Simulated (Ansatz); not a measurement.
GaH$_{5}$O$_{3}$, singlet: a trajectory.

in.yaml

```yaml
crystal:
  periodic: [false, false, false]
  atoms:
    - {symbol: Ga, position_ang: [-1.069539, -0.313931, 0.201781]}
    - {symbol: O, position_ang: [0.483192, -1.274945, 0.492793]}
    - {symbol: H, position_ang: [-1.754541, -0.649928, -1.163325]}
    - {symbol: H, position_ang: [-1.707050, 0.291602, 1.492508]}
    - {symbol: H, position_ang: [1.435228, -0.025012, 0.008584]}
    - {symbol: O, position_ang: [1.577428, 0.911014, -0.329062]}
    - {symbol: O, position_ang: [0.216219, 1.259738, -0.578196]}
    - {symbol: H, position_ang: [0.644896, -1.462997, 1.419152]}
    - {symbol: H, position_ang: [0.174166, 1.264359, -1.544236]}
basis:
  gaussian: {orbitals: def2-SVP}
hamiltonian: {xc: pbe0, dispersion: d4}
md: {n_steps: 30, timestep: 0.5, temperature: 1500, ensemble: nve, seed: 980, temp: 10, initial_velocities: maxwell_boltzmann}
```

Launched with

```bash
ansatz run in.yaml --threads 4 --pin off --events-out ev --progress --plain --max-ram 9574MiB
```

The run's output (Ansatz 0.2.0):

```
Error: YAML parse error: error: line 16 column 79: unknown field `temp`, expected one of timestep, n_steps, ensemble, temperature, temperature_schedule, friction, pressure, stress_2d, fix_cell, beads, quantum_up_to, nose_hoover, initial_velocities, initial_site_velocities, seed, constraints, density_extrapolation, masses
  --> <input>:16:66
   |
14 | …rbitals: def2-SVP}
15 | …xc: pbe0, dispersion: d4}
16 | …30, timestep: 0.5, temperature: 1500, ensemble: nve, seed: 980, temp: 10, initial_velocities: maxwell_boltzmann}
   |                                                                  ^ unknown field `temp`, expected one of timestep, n_steps, ensemble, temperature, temperature_schedule, friction, pressure, stress_2d, fix_cell, beads, quantum_up_to, nose_hoover, initial_velocities, initial_site_velocities, seed, constraints, density_extrapolation, masses
```

Hardware: 4 CPU threads of an Arm Neoverse V1, shared host. Wall time about 0.05 s.


The program refused the input. The block holds a key that the program does not know.